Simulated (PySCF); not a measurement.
## From computed data to an observable: entropy of an ideal gas

H3O4S, SMILES O=S(O)(O)=[OH+], charge +1.

Coordinates come from a B3LYP-D3(BJ)/def2-SVP optimisation. The isomer is the one that the SMILES or the coordinates give; other isomers of the formula were not compared. One conformer was computed; it need not be the lowest.

B3LYP-D3(BJ)/def2-SVP (PySCF) gives the harmonic wavenumbers 220, 220, 371, 395, 395, 479, 479, 484, 844, 941, 941, 1092, 1126, 1126, 1391, 3630, 3630, 3644 cm⁻¹ and the rotational temperatures 0.2269, 0.2231, 0.2231 K. The molar mass is 99.08 g/mol, the symmetry number 3, the spin multiplicity 1.

Problem. Work out the entropy at 298.15 K and 1 atm in the rigid-rotor, harmonic-oscillator model.

Solution. 
Translation (Sackur–Tetrode at 1 atm): S = R[1.5 ln M + 2.5 ln T − 1.16487] = 166.1 J/(mol K).
Rotation: q = (√π/σ) T^1.5/√(θA θB θC) = 28600, S = R[ln q + 3/2] = 97.8 J/(mol K).
Vibration: with u = 1.4388 ν/T, each mode gives R[u/(e^u − 1) − ln(1 − e^−u)]:
| ν (cm⁻¹) | modes | u | S (J/(mol K)) |
|---|---|---|---|
| 220 | 2 | 1.06 | 16.39 |
| 371 | 1 | 1.79 | 4.50 |
| 395 | 2 | 1.91 | 8.21 |
| 479 | 2 | 2.31 | 5.96 |
| 484 | 1 | 2.34 | 2.93 |
| 844 | 1 | 4.07 | 0.73 |
| 941 | 2 | 4.54 | 0.99 |
| 1092 | 1 | 5.27 | 0.27 |
| 1126 | 2 | 5.43 | 0.47 |
| 1391 | 1 | 6.71 | 0.08 |
The stiffer modes add less than 0.005 each. Sum 40.5 J/(mol K).
Spin: R ln 1 = 0.0 J/(mol K).
Total 304.4 J/(mol K); the program's own thermochemistry gives 304.4. Translation makes up 55 % and vibration 13 %. Anharmonicity, hindered rotation and orbital degeneracy are left out.
